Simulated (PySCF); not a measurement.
Computed shifts of a molecule CH6ClNOSi2, PBE0/pcSseg-1 (PySCF), GIAO, gas phase, atoms alike by connectivity averaged where their shifts nearly agree, in ppm (number of nuclei): ²⁹Si: 38.7 (1), -8.4 (1). ¹³C: 57.8 (1). ¹⁵N: 14.9 (1). ¹H: 5.73 (2), 3.94 (1), 3.78 (1), 2.31 (1), 0.26 (1). References: ¹⁷O against H2O (σ = 334.2 ppm); ²⁹Si against TMS (σ = 352.7 ppm); ³⁵Cl against HCl (σ = 945.9 ppm); ¹³C against TMS (σ = 186.3 ppm); ¹⁵N against NH3 (σ = 267.4 ppm); ¹H against TMS (σ = 31.56 ppm), references at their B3LYP-D3(BJ)/def2-TZVP geometries, non-relativistic (without spin–orbit terms, shifts of atoms bonded to Cl or Br come out too high). Geometry: PBE0-D3(BJ)/def2-SVP. The values are those of a single conformer.

**Question.** Identify the compound among the candidates.
A) O[Si@@H](Cl)/C=N/[SiH3]
B) O[Si@@]1(Cl)CN[SiH2]1
C) C[Si@H]1N[Si@@H](Cl)O1
D) O[Si@@]1(Cl)NC[SiH2]1

**Answer.** B, O[Si@@]1(Cl)CN[SiH2]1
